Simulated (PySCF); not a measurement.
## Unknown compound

Molecular formula: C$_{10}$H$_{8}$. Simulated spectra:

$^{1}$H NMR (500 MHz, computed): δ 7.90 (d, 1H), 7.53 (m, 1H), 7.53 (m, 1H), 7.42 (m, 1H), 7.08 (d, 1H), 6.63 (d, 1H), 6.49 (br s, 1H), 6.09 (br s, 1H).

$^{13}$C{$^{1}$H} NMR (computed): δ 155.3 (C), 149.1 (C), 140.9 (CH), 140.9 (C), 136.6 (CH), 133.7 (CH), 130.5 (CH), 126.0 (CH), 125.3 (CH), 122.5 (CH2).

[PySCF: geometry: GFN2-xTB; NMR shieldings at PBE0/pcSseg-1/GIAO; non-relativistic Hamiltonian; no solvent; single conformer]

Shifts are taken against calculated references (same method and geometry level): $^{1}$H, $^{13}$C against TMS.

Q: Choose the structure that fits.
A. C#CC#CC1=CCC=CC1
B. C#CC1=C[C@@H]2C=C[C@@H]3[C@H]1[C@H]23
C. c1ccc2cccc-2cc1
D. C#Cc1ccc2c(c1C)C2
E. C#C[C@@]12C=C[C@H]3C=C[C@@H]1[C@H]32
F. C=C1C=Cc2ccccc21

A: F. 

- The formula gives 7 degrees of unsaturation (2 rings in the answer).
- 10 carbon signals for 10 carbons: no two carbons are equivalent.
- Carbon types of the structure: 3 × C, 6 × CH, 1 × CH2, which accounts for all hydrogens.
- δC 155.3: fully substituted alkene carbon; the olefinic region.
- δC 149.1, 140.9: substituted aromatic carbon.
- δC 140.9, 136.6: alkene CH; the olefinic region.
- δC 133.7, 130.5, 126.0, 125.3: aromatic CH.
- δC 122.5: terminal =CH2 carbon; an sp2 carbon of a C=C bond.

The others: C#Cc1ccc2c(c1C)C2 would give 5 signals for carbon-bound and other non-exchanging H, not 8; C#CC#CC1=CCC=CC1 would give 6 signals for carbon-bound and other non-exchanging H, not 8; c1ccc2cccc-2cc1 has carbons computed at 144.8, 144.2, 144.2, 144.2, 144.1, 143.6, 127.5, 127.4, 123.0, 122.9, with a different DEPT pattern; C#CC1=C[C@@H]2C=C[C@@H]3[C@H]1[C@H]23 has carbons computed at 144.9, 135.5, 128.2, 117.4, 86.0, 85.9, 56.9, 51.2, 49.7, 45.0, with a different DEPT pattern; C#C[C@@]12C=C[C@H]3C=C[C@@H]1[C@H]32 has carbons computed at 140.0, 137.8, 129.1, 126.5, 90.7, 74.6, 60.2, 57.4, 57.2, 45.3, with a different DEPT pattern.

Shifts are as computed. Against solution values, carbons near 30 ppm lie about +3 ppm off and those near 130 ppm about +5 ppm. Of 1211 compounds with measured shifts, 218 miss one by over three times the rms of a fit or turn the order of signals round; such compounds aren't used in these exercises. Multiplicities follow the n + 1 count of equivalent neighbours, as no J values were calculated; m marks all less simple cases, F and P coupling included.
